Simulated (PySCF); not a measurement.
**Correlation energy of Co⁺ (cobalt, charge +1)**

[Ar] 3d7 4s1, high-spin 5F determinant (an excited configuration). All numbers are calculated (PySCF 2.14, scalar relativity by spin-free X2C-1e, in x2c-TZVPPall with one added diffuse shell each of s, p, d, f type (7s6p5d3f1g, 80 functions)). Frozen: [Ar]; 8 electrons correlated.

| level | correlation energy (mhartree) |
| --- | --- |
| CCSD | -203.79 |
| (T) | -5.11 |
| CCSD(T) | -208.90 |

Diagnostics: T1 = 0.012, D1 = 0.0274, largest double amplitude 0.021.

Q: Is a single reference adequate?

A: Yes: T1 lies below 0.03 and no double amplitude reaches 0.07.
